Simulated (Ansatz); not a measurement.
Input file for Ansatz (a quantum-chemistry and plane-wave program): R-CCSD(T)/def2-SVPD on HCl (SMILES Cl).

Ansatz 0.2 input:
```yaml
crystal:
  periodic: [false, false, false]
  atoms:
    - {symbol: Cl, position_ang: [-0.83989672, 0.82487983, -0.48125102]}
    - {symbol: H, position_ang: [-1.07725066, 0.21030440, 0.62237952]}
basis:
  gaussian:
    orbitals: def2-SVPD
magnetization: {spin_polarized: false}
correlation: {method: ccsd_t, electrons: outside_noble_gas}
scf: {lower_state_search: off}
```

It printed:

```
WARN ansatz: RAYON_NUM_THREADS=1 ignored (pool sized by the plan → 1); use --threads N
Functional definition: HF
these checks for a lower state are left out or cut short: stability, starts, cluster_reference, orbital_swaps, neighbouring_geometries, increment
integrals: 0.01 GiB planned
328 factors; integrals over basis functions are off by at most 5.9e-4 eV
mean field: 0.05 GiB planned
mean field evaluation 1: about -12515.4051 eV, gradient 1.1e1 eV
mean field evaluation 2: about -12515.4052 eV, gradient 1.1e1 eV
mean field evaluation 4: about -12515.8088 eV, gradient 9.1e-1 eV
mean field evaluation 8: about -12515.8144 eV, gradient 3.8e-4 eV
mean field -12515.81442742 eV, -459.9476966839 hartree, gradient 1.5e-6 eV, S^2 0.000000; 0 other end points of the search recorded, 0 dependent functions left out
5 core orbitals not correlated
reference -12515.81442742 eV, -459.9476966839 hartree; 4, 4 occupied and 26, 26 virtual orbitals, 328 factors
second order -4.31371565 eV of doubles, -0.00000000 eV of singles
coupled cluster: 0.05 GiB planned
cycle   1  -4.66209893 eV  change   -3.5e-1 eV  update   3.6e-2
cycle   2  -4.75786755 eV  change   -9.6e-2 eV  update   1.1e-2
cycle   3  -4.76548347 eV  change   -7.6e-3 eV  update   2.6e-3
cycle   4  -4.76522045 eV  change    2.6e-4 eV  update   5.4e-4
cycle   5  -4.76503544 eV  change    1.9e-4 eV  update   1.1e-4
cycle   6  -4.76502313 eV  change    1.2e-5 eV  update   2.4e-5
cycle   7  -4.76502605 eV  change   -2.9e-6 eV  update   6.5e-6
perturbative correction -0.10200571 eV, -0.0037486406 hartree
Total energy: -12520.68145917 eV, -460.1265568018 hartree
Checks for a lower state left out: stability, starts, cluster_reference, orbital_swaps, neighbouring_geometries, increment
```

Self-consistency was reached.

Cost: very roughly 0.15 core-seconds.
